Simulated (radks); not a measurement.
Results of a calculation; reference values are marked as such.
Q: The platinum ion Pt3+ is in [Xe] 4f14 5d7. Level of theory: scalar-relativistic Kohn-Sham, PBE, spin-polarised, spherical densities, finite nucleus; Fermi nuclear charge, rms radius of each element as measured or else 0.836 A^(1/3) + 0.57 fm (a radial shooting solver on a logarithmic mesh with Libxc functionals). Open shells are filled with parallel spins first. One electron is removed from 5p, 5s, 4f, 5d in turn, with full relaxation. Which removal costs least, and what does each cost?

A: 5d 44.075 eV; 5p 97.698 eV; 4f 118.80 eV; 5s 144.73 eV. The 5d electron leaves first.
